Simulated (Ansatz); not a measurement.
`O[SiH2][SiH2]O`. Charge 0, multiplicity 1.

```xyz
10

O     0.5043   -1.3228   -1.8957
Si    0.7370   -0.8611   -0.3223
Si   -0.7377    0.8607    0.3228
O    -0.5026    1.3243    1.8953
H    -0.3413   -1.7124   -2.1209
H     2.1467   -0.3926   -0.2525
H     0.5913   -2.0186    0.6102
H    -0.5939    2.0171   -0.6114
H    -2.1474    0.3917    0.2558
H     0.3435    1.7138    2.1187
```

Give the diagnostics of a CCSD(T)/def2-TZVPP run (frozen core, Ansatz). (Estimate.)

The calculation gave: T1 = 0.0120, largest single amplitude 0.018, largest double 0.029, (T) share of the correlation energy 3.3 %, 9 CCSD cycles. The RHF solution is stable towards an unrestricted one. T1 lies under the customary mark of 0.02 for closed shells.
